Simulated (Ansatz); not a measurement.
aminoborane (H4BN), singlet, geometry from GFN2-xTB; SVWN5/3-21G run with Ansatz (a quantum-chemistry and plane-wave program).

Here is a job for Ansatz.
Ansatz 0.2 input:
```yaml
crystal:
  periodic: [false, false, false]
  atoms:
    - {symbol: B, position_ang: [-0.77307193, 0.03810398, -0.00610888]}
    - {symbol: N, position_ang: [0.60276472, -0.02970970, 0.00476310]}
    - {symbol: H, position_ang: [-1.38946287, -0.95786383, -0.02622734]}
    - {symbol: H, position_ang: [-1.28877919, 1.08987185, 0.00506365]}
    - {symbol: H, position_ang: [1.20319210, 0.77796860, 0.02194645]}
    - {symbol: H, position_ang: [1.12105659, -0.89252861, -0.00358004]}
basis:
  gaussian:
    orbitals: 3-21G.json
hamiltonian:
  xc: {name: SVWN5}
```
The basis file holds 3-21G in the JSON format of the Basis Set Exchange.

Output, abridged:

```
Functional definition: SVWN5
332 factors; integrals over basis functions are off by at most 7.9e-4 eV
mean field evaluation 1: about -2194.6048 eV, gradient 4.7e1 eV
mean field evaluation 2: about -2185.2847 eV, gradient 7.8e1 eV
mean field evaluation 4: about -2199.0550 eV, gradient 2.5e0 eV
mean field evaluation 8: about -2199.0496 eV, gradient 7.7e-2 eV
mean field -2199.04964607 eV, -80.8135839238 hartree, gradient 3.1e-5 eV, S^2 0.000000; 0 other end points of the search recorded, 0 dependent functions left out
reference -2199.04966439 eV, -80.8135845971 hartree; 8, 8 occupied and 18, 18 virtual orbitals, 332 factors
Total energy: -2199.04966439 eV, -80.8135845971 hartree
```
